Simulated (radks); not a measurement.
The iodine ion I+, configuration [Kr] 4d9.75 5s2 5p4 4f0.25 (fractional occupations, a model configuration).

Method: scalar-relativistic Kohn-Sham, AM05, spin-polarised, spherical densities, finite nucleus; open shells are filled with parallel spins first (spin-orbit coupling, left out, can overturn this in heavy ions); Fermi nuclear charge, rms radius 4.75 fm; computed with a radial shooting solver on a logarithmic mesh with Libxc functionals.

Energy parts (Ry):
| part | energy |
|---|---|
| total | -14219.38049 |
| kinetic | 14921.56366 |
| electron-nucleus | -34366.67599 |
| Hartree | 5575.68029 |
| exchange-correlation | -349.94844 |

Orbitals (lengths in bohr, moments of r in powers of bohr; <r^-3> diverges for s and p1/2):
| orbital | occ. | eigenvalue (Ry) | <r^2> | <r^-3> |
|---|---|---|---|---|
| 1s up | 1 | -2422.669 | 0.001006 | - |
| 1s down | 1 | -2422.663 | 0.001006 | - |
| 2s up | 1 | -375.2651 | 0.01622 | - |
| 2s down | 1 | -375.2559 | 0.01622 | - |
| 2p up | 3 | -337.0576 | 0.01283 | 5765 |
| 2p down | 3 | -337.0478 | 0.01283 | 5765 |
| 3s up | 1 | -76.52150 | 0.1130 | - |
| 3s down | 1 | -76.51248 | 0.1130 | - |
| 3p up | 3 | -64.14038 | 0.1132 | 1102 |
| 3p down | 3 | -64.13040 | 0.1132 | 1102 |
| 3d up | 5 | -45.56812 | 0.09865 | 152.0 |
| 3d down | 5 | -45.55687 | 0.09864 | 152.0 |
| 4s up | 1 | -14.24115 | 0.6175 | - |
| 4s down | 1 | -14.21257 | 0.6173 | - |
| 4p up | 3 | -10.34953 | 0.7128 | 217.2 |
| 4p down | 3 | -10.32041 | 0.7118 | 217.3 |
| 4d up | 5 | -4.67024 | 0.9844 | 22.63 |
| 4d down | 4.75 | -4.63477 | 0.9769 | 22.72 |
| 5s up | 1 | -2.14490 | 4.031 | - |
| 5s down | 1 | -2.03280 | 4.035 | - |
| 5p up | 3 | -1.31634 | 5.738 | 24.42 |
| 5p down | 1 | -1.20423 | 5.916 | 24.13 |
| 6s up | 0 | -0.44256 | 27.81 | - |
| 5d up | 0 | -0.39124 | 16.58 | 1.142 |
| 6p up | 0 | -0.29493 | 52.47 | 2.559 |
| 4f up | 0.25 | -0.13147 | 143.7 | 0.003965 |

The highest occupied level is 4f up at -1.789 eV. The configuration is held as typed, so some empty levels lie below it. The spin density at the nucleus is -1.671 e/bohr^3 (1s -0.348, 2s -0.121, 3s -0.026, 4s 0.159, 5s -1.335). The electron density at the nucleus is 2.563e+05 e/bohr^3 (large components only). Spin moment in Bohr magnetons: 2.5. The density falls to 0.001 e/bohr^3 at r = 4.10 bohr. Summed over all electrons, <r^2> = 84.20 bohr^2, which gives a Langevin (diamagnetic) susceptibility term of -66.7 x 10^-6 cm^3/mol.
